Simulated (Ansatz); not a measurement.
Basis-set extrapolation for C2H7PSi (`P[SiH]1CC1`) (PBE0-D4/def2-TZVP geometry, frozen core, the Gaussian-basis code of Ansatz). Multiplicity 1, RHF reference.

```
                      def2-TZVPP   def2-QZVPP
                 HF  -709.491722  -709.514048
    MP2 correlation    -0.623812    -0.666043
CCSD(T) correlation    -0.707045      not run
```

Energies in hartree. Use E(X) = E(∞) + A·exp(−7.88·√X) for Hartree–Fock and E(X) = E(∞) + B·X^(−2.97) for correlation, with X = 3 and 4, and add CCSD(T) minus MP2 of the smaller set to the MP2 limit.

Task: What is the CCSD(T) energy at the basis-set limit?

Result: HF limit: -709.514048 + (-0.022326) × 0.13774 = -709.51712. MP2 limit: -0.666043 + (-0.042231) × 0.74074 = -0.69733. Higher-order term: -0.707045 − (-0.623812) = -0.08323. Total: -710.29768 hartree, 62.1 kcal/mol below CCSD(T)/def2-TZVPP.
